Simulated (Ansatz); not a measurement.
Input file for Ansatz (a program for electronic structure): U-CCSD(T)/def2-TZVPP on FISi (SMILES F[Si]I), a point of a bond scan (R = 3.703 Å). Elements past Kr take the def2 small-core potentials; no spin–orbit coupling. The run froze 15 orbitals, filled d shells among them.

Ansatz 0.2 input:
```yaml
crystal:
  periodic: [false, false, false]
  atoms:
    - {symbol: Si, position_ang: [0.72542197, 1.01948837, 1.18893518]}
    - {symbol: F, position_ang: [1.72708220, 3.65121886, -1.21554126]}
    - {symbol: I, position_ang: [-0.38875935, -0.63672280, -0.33842808]}
basis:
  gaussian:
    orbitals: def2-TZVPP
correlation: {method: ccsd_t, electrons: outside_noble_gas}
scf: {omitted_lower_state_checks: [cluster_reference]}
magnetization: {spin_polarized: true, initial_magnetization: 0}
```

Program output:

```
WARN ansatz: RAYON_NUM_THREADS=1 ignored (pool sized by the plan → 1); use --threads N
Functional definition: HF
these checks for a lower state are left out or cut short: cluster_reference
integrals: 0.31 GiB planned
932 factors; integrals over basis functions are off by at most 1.0e-3 eV
mean field: 0.46 GiB planned
mean field evaluation 1: about -18633.1103 eV, gradient 3.1e1 eV
mean field evaluation 2: about -18633.1139 eV, gradient 3.1e1 eV
mean field evaluation 4: about -18636.4271 eV, gradient 1.4e1 eV
mean field evaluation 8: about -18637.4077 eV, gradient 5.6e-1 eV
mean field evaluation 16: about -18637.4167 eV, gradient 1.0e-6 eV
mean field evaluation 32: about -18639.6593 eV, gradient 1.7e-6 eV
mean field evaluation 64: about -18636.9199 eV, gradient 2.1e1 eV
mean field evaluation 96: about -18639.6510 eV, gradient 4.4e-3 eV
mean field evaluation 128: about -18639.5648 eV, gradient 4.1e0 eV
mean field evaluation 160: about -18639.6581 eV, gradient 1.2e-1 eV
mean field evaluation 192: about -18639.6506 eV, gradient 2.1e-1 eV
mean field evaluation 224: about -18639.6510 eV, gradient 2.1e-6 eV
mean field evaluation 256: about -18639.6152 eV, gradient 1.2e-1 eV
mean field evaluation 288: about -18637.4160 eV, gradient 1.3e-1 eV
mean field -18639.65930249 eV, -684.9948449517 hartree, gradient 7.7e-9 eV, S^2 1.017915; 19 other end points of the search recorded, 0 dependent functions left out
15 core orbitals not correlated
reference -18639.65930249 eV, -684.9948449517 hartree; 9, 9 occupied and 99, 99 virtual orbitals, 932 factors
second order -11.11259279 eV of doubles, -0.00000000 eV of singles
coupled cluster: 0.75 GiB planned
cycle   1  -11.84553877 eV  change   -7.3e-1 eV  update   9.4e-2
cycle   2  -12.16435995 eV  change   -3.2e-1 eV  update   3.5e-2
cycle   3  -12.25332290 eV  change   -8.9e-2 eV  update   2.8e-2
cycle   4  -12.25373571 eV  change   -4.1e-4 eV  update   1.6e-2
cycle   5  -12.25600196 eV  change   -2.3e-3 eV  update   1.3e-2
cycle   6  -12.27488457 eV  change   -1.9e-2 eV  update   1.1e-2
cycle   7  -12.28458895 eV  change   -9.7e-3 eV  update   7.9e-3
cycle   8  -12.29083879 eV  change   -6.2e-3 eV  update   4.1e-3
cycle   9  -12.29342899 eV  change   -2.6e-3 eV  update   1.8e-3
cycle  10  -12.29427964 eV  change   -8.5e-4 eV  update   9.8e-4
cycle  11  -12.29437311 eV  change   -9.3e-5 eV  update   6.7e-4
cycle  12  -12.29534751 eV  change   -9.7e-4 eV  update   5.2e-4
cycle  13  -12.29509142 eV  change    2.6e-4 eV  update   3.9e-4
cycle  14  -12.29535746 eV  change   -2.7e-4 eV  update   1.8e-4
cycle  15  -12.29516612 eV  change    1.9e-4 eV  update   9.7e-5
cycle  16  -12.29514614 eV  change    2.0e-5 eV  update   5.7e-5
cycle  17  -12.29513038 eV  change    1.6e-5 eV  update   4.2e-5
cycle  18  -12.29513502 eV  change   -4.6e-6 eV  update   3.4e-5
cycle  19  -12.29514631 eV  change   -1.1e-5 eV  update   3.1e-5
cycle  20  -12.29515068 eV  change   -4.4e-6 eV  update   3.0e-5
cycle  21  -12.29514854 eV  change    2.1e-6 eV  update   2.9e-5
cycle  22  -12.29514550 eV  change    3.0e-6 eV  update   2.8e-5
cycle  23  -12.29514301 eV  change    2.5e-6 eV  update   2.7e-5
cycle  24  -12.29514287 eV  change    1.4e-7 eV  update   2.5e-5
cycle  25  -12.29514329 eV  change   -4.2e-7 eV  update   2.3e-5
cycle  26  -12.29514677 eV  change   -3.5e-6 eV  update   1.9e-5
coupled cluster: 0.76 GiB planned
perturbative correction -0.44008609 eV, -0.0161728656 hartree
Total energy: -18652.39453536 eV, -685.4628561272 hartree
Checks for a lower state left out: cluster_reference
```

The calculation finished and met its thresholds. Its determinant has ⟨S²⟩ = 1.02, a mixture of spin states.

Cost: about 70 core-seconds (a rough figure).
